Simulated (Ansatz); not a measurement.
`[CH3][Ga]([CH3])[TeH]`, charge 0, multiplicity 1.

**Question.** Give a relaxed structure at PBE0-D4/def2-TZVP (Ansatz). (An estimate is asked.)

**Answer.** Ansatz gave: 
Z-matrix (Å, degrees):
```
C
Ga 1 1.968
H 1 1.090 2 112.4
H 1 1.093 2 109.9 3 -121.2
H 1 1.093 2 109.7 3 120.9
C 2 1.967 1 125.4 3 176.9
Te 2 2.537 1 116.1 3 -2.2
H 6 1.092 2 110.8 1 36.6
H 6 1.094 2 109.2 1 -81.9
H 6 1.090 2 111.6 1 158.6
H 7 1.658 2 92.5 1 -179.8
```
This is one stationary point; other conformers may exist.
